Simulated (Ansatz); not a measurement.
`C[Se]C(F)(F)F` + `[OH][SnH]([F])[F]` → `[F][SnH]([F])[O]C(F)(F)F` + `C[SeH]`  (substitution at a C–Se bond)

Isolated molecules relaxed with PBE0-D4/def2-TZVP in Ansatz; ΔE leaves out vibrations. CCSD(T)/CBS is the MP2 limit (def2-TZVPP, def2-QZVPP) plus CCSD(T) − MP2 in def2-TZVPP, frozen cores. Functionals use def2-TZVPP. Elements past krypton have def2 core potentials. For Se, Sn outer-core shells are correlated without core-valence functions, which leaves a few kJ/mol of doubt a bond. Scalar relativity is left out up to krypton. One conformer a species, not always the lowest.

```tsv
level	ΔE (kcal/mol)
PBE0-D4	-6.2
MP2/CBS(def2)	-3.5
```

(1) What does CCSD(T)/CBS give? (Best estimate.)

Largest T1 diagnostic among the species: 0.015.

Results:

(1) The calculation gave: -5.3 kcal/mol. The listed levels differ from it by -0.9, 1.8 kcal/mol.

In def2-TZVPP, CCSD(T) changes the Hartree–Fock value by +6.5 kcal/mol (the triples alone add +0.9 kcal/mol) and MP2 by +8.3 kcal/mol. From PBE to PBE0 (25 % exact exchange), in def2-TZVPP and without D4, ΔE moves by −2.9 kcal/mol.
